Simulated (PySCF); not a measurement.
## The electron affinity along the 5d series

Calculated with PySCF 2.14 from differences of total energies of unrestricted determinants, without spin-orbit coupling. Values in eV. The last column holds reference values (measured affinities from photodetachment; the arrow runs from anion to atom). Unmarked ones compare directly (S terms, centres of terms, or small fine structure); those marked * lie between the lowest fine-structure levels and include a spin-orbit shift.

| element | configurations | UHF | MP2 (valence) | CCSD(T) (valence) | LDA | PBE0 | CCSD(T) (valence and next inner shell) | reference |
| --- | --- | --- | --- | --- | --- | --- | --- | --- |
| Ta (aug-cc-pwCVDZ-PP with ECP60MDF, ECP) | [Xe] 4f14 5d4 6s2 → [Xe] 4f14 5d3 6s2 | -0.440 | -0.160 | 0.222 | 0.922 | 0.489 | 0.230 | 0.329 * |
| W (aug-cc-pwCVDZ-PP with ECP60MDF, ECP) | [Xe] 4f14 5d5 6s2 → [Xe] 4f14 5d4 6s2 | 0.871 | 1.036 | 1.325 | 1.873 | 1.534 | 1.273 | 0.817 * |
| Re (aug-cc-pwCVDZ-PP with ECP60MDF, ECP) | [Xe] 4f14 5d6 6s2 → [Xe] 4f14 5d5 6s2 | -1.944 | -0.857 | -0.572 | 0.247 | -0.211 | -0.602 | 0.060 * |
| Os (aug-cc-pwCVDZ-PP with ECP60MDF, ECP) | [Xe] 4f14 5d7 6s2 → [Xe] 4f14 5d6 6s2 | -0.620 | 0.572 | 0.747 | 1.379 | 0.976 | 0.665 | 1.078 * |
| Ir (aug-cc-pwCVDZ-PP with ECP60MDF, ECP) | [Xe] 4f14 5d8 6s2 → [Xe] 4f14 5d7 6s2 | 0.012 | 1.463 | 1.492 | 2.223 | 1.697 | 1.409 | 1.564 * |
| Pt (aug-cc-pwCVDZ-PP with ECP60MDF, ECP) | [Xe] 4f14 5d9 6s2 → [Xe] 4f14 5d9 6s1 | 0.440 | 1.859 | 1.932 | 2.408 | 1.816 | 2.031 | 2.125 * |
| Au (aug-cc-pwCVDZ-PP with ECP60MDF, ECP) | [Xe] 4f14 5d10 6s2 → [Xe] 4f14 5d10 6s1 | 0.624 | 2.093 | 2.096 | 2.617 | 2.002 | 2.195 | 2.309 |

The highest occupied level of the anion is positive for Ta⁻ at UHF, LDA, PBE0; W⁻ at UHF, LDA, PBE0; Re⁻ at LDA, PBE0; Os⁻ at LDA, PBE0; Ir⁻ at LDA, PBE0; Pt⁻ at LDA, PBE0; Au⁻ at LDA, so there the basis helps to hold the electron.

"Valence" correlates the outer s and p shells and, in groups 3 to 12 and the f block, the outer d or f shell, open or full, or the next shell where the ion has no valence electron left; the wider scheme adds the next inner shell.
